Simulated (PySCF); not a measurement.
Simulated absorption spectrum

C4F3N.
SMILES: `C(#N)C1(F)C(=C1F)F`

Computed with PySCF 2.14.0, density-fitted response routines, TDDFT B3LYP/def2-SVPD, vertical, gas phase, core orbitals frozen in the response. Geometry: GFN2-xTB; no solvent, vibrations or thermal averaging.

Each state is given a Gaussian of 0.25 eV full width at half maximum, with ε(max) = 2.175×10⁸ f / Δν̃ (Δν̃ the width in cm⁻¹). The width is an assumption, not a result. The curve ends short of the highest state used, and states not computed would add to its high-energy end.

E (eV), ε (L mol⁻¹ cm⁻¹) and a bar:
```
     6.51          2 
     6.55          8 
     6.58         19 
     6.62         54 #
     6.65        108 #
     6.68        199 ###
     6.72        402 #####
     6.75        628 ########
     6.79       1022 ##############
     6.82       1360 ##################
     6.86       1801 ########################
     6.89       2065 ###########################
     6.93       2254 ##############################
     6.96       2250 ##############################
     7.00       2066 ###########################
     7.03       1843 #########################
     7.07       1529 ####################
     7.10       1340 ##################
     7.14       1191 ################
     7.17       1149 ###############
     7.21       1126 ###############
     7.24       1090 ##############
     7.27       1013 #############
     7.31        843 ###########
     7.34        686 #########
     7.38        491 #######
     7.41        396 #####
     7.45        406 #####
     7.48        571 ########
     7.52       1098 ###############
```

(1) Where are the band maxima, and which computed states make them?

(2) Coming from long wavelengths, where does ε first pass 100 L mol⁻¹ cm⁻¹?

(3) Does any computed singlet lie in the visible range?

Results:

(1) 179 nm (6.94 eV), ε about 2300, made up of S1 (45%) and S2 (54%) (ε in L mol⁻¹ cm⁻¹; maxima over ε = 5, shares over 10%). At its high-energy end, 7.52 eV, the curve is still rising (ε about 1100, from S6). The states used: S1 6.89 eV (f 0.011); S2 6.99 eV (f 0.012); S3 7.23 eV (f 0.0082); S4 7.31 eV (f 0.0015); S5 7.61 eV (f 0.0002); S6 7.73 eV (f 0.067); S7 7.88 eV (f 0.0005); S8 8.12 eV (f 0.038).

(2) At about 187 nm (6.65 eV), 0.24 eV below S1.

(3) No computed singlet lies in the visible range (380 to 750 nm); the lowest, at 180 nm, stands 3.62 eV above its violet end (3.26 eV).

Hardware: Arm Neoverse N1, one thread, shared host. Cost: 31 s of wall time, 0.70 GiB resident at most.
